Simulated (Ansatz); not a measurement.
```yaml
crystal:
  periodic: [false, false, false]
  atoms:
    - {symbol: S, position_ang: [-2.675927, 0.514879, -1.479679]}
    - {symbol: Ga, position_ang: [-0.761668, 1.654720, -0.766692]}
    - {symbol: C, position_ang: [1.489984, -0.531425, 0.455599]}
    - {symbol: O, position_ang: [0.135804, -0.476903, 0.746845]}
    - {symbol: H, position_ang: [-1.915415, -0.324260, -0.946113]}
    - {symbol: H, position_ang: [1.805278, 0.620634, 0.926683]}
    - {symbol: H, position_ang: [1.984210, -1.252750, 1.167993]}
basis:
  gaussian: {orbitals: cc-pVTZ-DK, final_grid: {core_spheres: 8, valence_spheres: 7, degree: 23}, nuclear_model: gaussian, point_charges: [{charge: 2.00, position_ang: [5.949, -0.604, -0.945]}]}
hamiltonian: {xc: {name: HF}}
correlation: {method: mp2, frozen_orbitals: {S: 9}}
```

```sh
$ ansatz run in.yaml --threads 2 --pin off --events-out ev --progress --plain --max-ram 4352MiB
```

It prints (some lines left out):

```
Functional definition: HF
Error: "frozen_orbitals" has no count for Ga
```

Task: Something in this input is off. What?

Result: Frozen orbitals are typed for one element alone, and the program wants a count for each. The input was rejected before any iteration.
